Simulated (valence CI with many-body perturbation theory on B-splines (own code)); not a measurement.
**Valence orbitals of Bi⁷⁵⁺**

Level of theory: configuration interaction combined with many-body perturbation theory (CI+MBPT): six valence electrons over a frozen Dirac-Fock core [He], a basis of 9 s, 9 p, 8 d, 6 f, 3 g, 1 h functions for each j, with the one-electron correlation potential Σ1 (screened to all orders), the two-electron term Σ2, the three-electron term Σ3, Breit, model QED; selected single and double excitations, second order for the rest, scaled by the run's own slope (own B-spline code, finite nucleus).

No measured spectrum was set against this ion. As an estimate, large intervals hold to a few tenths of a per cent, small ones and those within an open d or f shell to about a per cent. Among the levels kept, up to 1900 cm⁻¹ of a level comes from second order outside the variational space, and about a tenth of that is noise between levels of different J, which matters for small intervals.

These are the spectroscopic orbitals of the CI (the correlating ones are not listed), shaped by the core and the other valence electrons. h is the expectation value of the core's Dirac-Fock operator, without the valence repulsion; Σ1 is computed up to l = 3 at one energy for each symmetry, that of its lowest orbital but kept below the first core excitation, so for empty shells it is not the orbital's own correlation shift; Breit and QED include the response of the core, and the two lowest orbitals of each symmetry also the frequency dependence of Breit exchange, which makes a step in that column.

```
Orbital  h (hartree)  Σ1 (cm⁻¹)  Breit (cm⁻¹)  QED (cm⁻¹)  ⟨r⟩ (bohr)
  2s1/2      -944.52      -1650        185144      239930     0.06427
  3s1/2      -406.51       -418         49834       67642      0.1531
  4s1/2      -223.53       -164         19372       27349      0.2818
  5s1/2      -140.87      -80.9          9584       13635      0.4497
  2p1/2      -935.61      -5069        374929       20305     0.05252
  3p1/2      -403.97      -1173         96582        4209      0.1423
  4p1/2      -222.49       -452         37201        1608      0.2719
  5p1/2      -140.34       -221         18319         786      0.4407
  2p3/2      -840.58      -2549        107953       37772     0.06100
  3p3/2      -375.71       -603         30426        9923      0.1545
  4p3/2      -210.69       -235         15860        3999      0.2881
  5p3/2      -134.36       -116          7983        2003      0.4609
  3d3/2      -374.72       -261          3193        -168      0.1305
  4d3/2      -210.28       -115          1764        98.1      0.2649
  5d3/2      -134.15      -59.8           838        84.1      0.4386
  3d5/2      -367.24       -207          1010        2888      0.1343
  4d5/2       -207.1      -90.4           561        1364      0.2697
  5d5/2      -132.52      -46.9           259         728      0.4443
  4f5/2       -206.9      -19.0          17.0        -343      0.2320
  5f5/2      -132.43      -10.9          14.1        -165      0.4071
  4f7/2       -205.4      -17.4           5.2         322      0.2345
  5f7/2      -131.66       -9.9           4.3         177      0.4100
  5g7/2      -131.63                      0.1        -112      0.3579
  5g9/2      -131.17                      0.0        89.8      0.3598
```

Among the shells of the start configuration 2s2 2p4, Σ1 is largest in size for 2p1/2, where it is 0.0025 % of h.

Lowest root of each symmetry, sizes in configuration state functions:

```
J  Parity  Roots  Reference  Variational  Second order  Change by selected CI (cm⁻¹)  Change by second order (cm⁻¹)
0    even      8         30        55291         77680                        -62851                             -1
1    even      9         67        59995        278116                        -55242                           -153
2    even     10         76        59990        403390                        -60753                           -239
3    even      6         53        59462        387899                        -51649                           -783
4    even      2         28        55829        316115                        -56515                           -232
5    even      1         12        43207        152081                        -50854                            -40
0     odd      5         24        38682         69724                        -59695                             -3
1     odd     10         61        59987        257677                        -70175                           -222
2     odd      9         66        59997        385637                        -63435                           -625
3     odd      5         49        59998        412565                        -54459                           -591
4     odd      2         28        58843        266775                        -52363                            -61
5     odd      1         12        44516         64582                        -57801                            -23
```
